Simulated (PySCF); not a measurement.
C4H5BO2, SMILES C=C1C=COB1O. Atoms are numbered in the order given.

```xyz
12

C     -1.4364     1.6837     0.0000
C     -0.3887     0.8383     0.0000
C      1.0444     1.1607     0.0000
C      1.7423     0.0059     0.0000
O      0.9690    -1.1398     0.0000
B     -0.3669    -0.7336     0.0000
O     -1.3909    -1.6112     0.0000
H     -1.3089     2.7719     0.0000
H     -2.4627     1.3051     0.0000
H      1.4870     2.1573     0.0000
H      2.8203    -0.1580     0.0000
H     -1.0956    -2.5319     0.0000
```
Charge 0, spin multiplicity 1.

Geometry optimised at B3LYP-D3(BJ)/def2-SVP. This is a generated structure with no PubChem entry under its InChIKey; it may be hypothetical. The values are those of a single conformer.

Level of theory: PBE/def2-TZVP in PySCF.

ESP charges are fitted to the potential on shells at 1.4 to 2.0 van der Waals radii. Atomic charges (e):

```json
[
 {"atom": "C1", "ESP fit": "-0.65", "Löwdin": "-0.12", "Mulliken": "-0.28"},
 {"atom": "C2", "ESP fit": "0.39", "Löwdin": "-0.12", "Mulliken": "0.01"},
 {"atom": "C3", "ESP fit": "-0.55", "Löwdin": "-0.14", "Mulliken": "-0.20"},
 {"atom": "C4", "ESP fit": "0.08", "Löwdin": "-0.18", "Mulliken": "0.03"},
 {"atom": "O5", "ESP fit": "-0.37", "Löwdin": "0.39", "Mulliken": "-0.26"},
 {"atom": "B6", "ESP fit": "0.46", "Löwdin": "-0.81", "Mulliken": "0.27"},
 {"atom": "O7", "ESP fit": "-0.64", "Löwdin": "0.24", "Mulliken": "-0.37"},
 {"atom": "H8", "ESP fit": "0.23", "Löwdin": "0.12", "Mulliken": "0.11"},
 {"atom": "H9", "ESP fit": "0.22", "Löwdin": "0.13", "Mulliken": "0.14"},
 {"atom": "H10", "ESP fit": "0.23", "Löwdin": "0.14", "Mulliken": "0.11"},
 {"atom": "H11", "ESP fit": "0.16", "Löwdin": "0.13", "Mulliken": "0.12"},
 {"atom": "H12", "ESP fit": "0.45", "Löwdin": "0.22", "Mulliken": "0.32"}
]
```

Task: Give the Mayer and Wiberg (Löwdin basis) orders of the bonds. (An estimate is asked for; the answer gives what the named calculation found.)

Result: 
| bond | Mayer | Wiberg |
|---|---|---|
| C1–C2 | 1.71 | 1.93 |
| C2–C3 | 1.11 | 1.20 |
| C3–C4 | 1.73 | 1.89 |
| C4–O5 | 1.07 | 1.45 |
| C2–B6 | 1.03 | 1.05 |
| O5–B6 | 1.12 | 1.65 |
| B6–O7 | 1.41 | 2.03 |
| C1–H8 | 0.95 | 0.89 |
| C1–H9 | 0.95 | 0.88 |
| C3–H10 | 0.95 | 0.84 |
| C4–H11 | 0.97 | 0.87 |
| O7–H12 | 0.87 | 0.93 |
